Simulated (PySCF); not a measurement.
# Functional benchmark on one molecule

Molecule: `c1ccc(S)cc1`, C6H6S.

Numbering as in the mapped SMILES `[SH:1][c:2]1[cH:3][cH:4][cH:5][cH:6][cH:7]1`; H(Xn) means a hydrogen on atom n.

Geometry PBE0-D3(BJ)/def2-SVP throughout; GIAO in PySCF 2.14.0 with density-fitted response routines, gas phase, one conformer, non-relativistic; equivalent atoms averaged; basis pcSseg-1.

Reference values (estimated from measurements, as parent shift plus tabulated substituent increments; solution, not stated per compound (mostly CDCl3 or CCl4); Pretsch, Buehlmann, Badertscher, Structure Determination of Organic Compounds, 4th ed. (2009)): δ(C3/C7) = 129.2 ppm, δ(C4/C6) = 128.8 ppm, δ(C5) = 125.3 ppm, δ(H(C3)/H(C7)) = 7.26 ppm, δ(H(C4)/H(C6)) = 7.18 ppm, δ(H(C5)) = 7.12 ppm. Computed shifts are taken against TMS, calculated as an isolated molecule at each level.

Problem. How do the functionals LDA, KT2, PBE0, mPW1PW91, WP04, CAM-B3LYP, wB97X-D, LC-wPBE perform against the reference? Times are CPU seconds on shared hosts with different chips, so compare them loosely; the GGAs took longer than the global hybrids here, which isn't the general rule, and the cause wasn't traced.

Solution. 
```csv
functional,kind,C3/C7,C4/C6,C5,H(C3)/H(C7),H(C4)/H(C6),H(C5),mean abs. error C,mean abs. error H,core-s
LDA,LDA,133.3,137.3,130.9,7.06,7.20,7.00,6.1,0.11,28
KT2,GGA,120.8,123.7,117.9,6.80,6.91,6.71,7.0,0.38,37
PBE0,global hybrid,130.9,134.5,128.7,7.11,7.27,7.07,3.6,0.10,12
mPW1PW91,global hybrid,131.0,134.6,128.8,7.09,7.26,7.05,3.7,0.11,25
WP04,global hybrid,131.0,134.0,128.7,6.77,6.94,6.77,3.5,0.36,26
CAM-B3LYP,range-separated hybrid,134.3,138.3,132.5,7.09,7.25,7.06,7.3,0.10,35
wB97X-D,range-separated hybrid,132.1,135.9,130.3,7.14,7.31,7.12,5.0,0.08,33
LC-wPBE,range-separated hybrid,136.3,140.4,134.9,7.27,7.47,7.28,9.4,0.15,28
```

For $^{13}$C the closest is WP04 (3.5 ppm, with PBE0, mPW1PW91 practically level) and the furthest LC-wPBE (9.4 ppm).

For $^{1}$H the closest is wB97X-D (0.08 ppm, with PBE0, CAM-B3LYP, mPW1PW91 practically level) and the furthest KT2 (0.38 ppm). One molecule is a small sample, and vibrational and solvent effects are absent from the calculation.
